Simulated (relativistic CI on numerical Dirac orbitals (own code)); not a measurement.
**Crystal-field levels of Ta4+, 5d**

Calculated by Dirac-Coulomb-Breit CI, KLI orbitals optimised for each configuration, a model potential for QED, valence Slater integrals scaled by 0.85, one configuration in a parametric crystal field (own radial code).

Field parameters in Wybourne normalisation: D4h B²₀ = −7Ds, B⁴₀ = 21(Dq − Dt), B⁴₄ = 21√(5/14) Dq. The field is a parameter set, without covalency.

S is read from ⟨S²⟩ = S(S + 1).

Levels (cm⁻¹, degeneracy): 0 (2), 2109 (2), 9965 (2), 35623 (2), 42586 (2).

Which field gives this pattern?
A. D4h, 10Dq = 32650, Ds = 3000, Dt = -350 cm⁻¹
B. D4h, 10Dq = 32650, Ds = -1500, Dt = -350 cm⁻¹
C. D4h, 10Dq = 32650, Ds = 2590, Dt = -350 cm⁻¹
D. D4h, 10Dq = 32650, Ds = 2180, Dt = -350 cm⁻¹

D. D4h, 10Dq = 32650, Ds = 2180, Dt = -350 cm⁻¹, ground level with S = 0.50.
